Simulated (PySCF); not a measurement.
**SrCd and its ions**

PBE; Sr def2-SVP with ECP28, Cd def2-SVP with ECP28; scalar-relativistic core potentials (PySCF 2.14). Neutral (UKS): singlet (closed shell), Re = 3.918 Å, ωe = 43.9 cm⁻¹, De = 0.12 eV, HOMO -3.44 eV, LUMO -1.74 eV.

SrCd⁺ (UKS): doublet (σ ↑), Re = 3.535 Å, ωe = 75.7 cm⁻¹, De = 0.46 eV to Sr⁺ + Cd. The energies at the minima are -198.42436 hartree for SrCd and -198.22735 for SrCd⁺.

Task: Work out the adiabatic ionisation energy, without and with harmonic zero-point energies (1 hartree = 27.2114 eV, 1 eV = 8065.5 cm⁻¹), and the change of the bond length.

Result: At PBE: 0.19701 hartree = 5.361 eV between the minima; the zero-point term (75.7 − 43.9)/2 cm⁻¹ = +0.002 eV makes it 5.363 eV. Re changes by -38.3 pm against the neutral. Minus the HOMO energy is 3.44 eV, -1.92 eV from the value between the minima; self-interaction puts the Kohn–Sham level too high, less so with exact exchange. The electron leaves a σ orbital, and the shorter bond of the ion fits an antibonding orbital, or a change in how ionic the bond is.

Closed-shell solutions of metal pairs were not tested for spin polarisation, which can lower them a little. Weak bonds: SrCd, SrCd⁺. Basis-set superposition, not corrected here, can be much of De in a small basis, most of all at correlated wavefunction levels. Spin–orbit coupling is left out. For an ion De counts to the pair picked by the measured ionisation energies or electron affinities, which need not be the lowest pair at this level. States were picked by a PBE0 search and need not be the measured ground states.
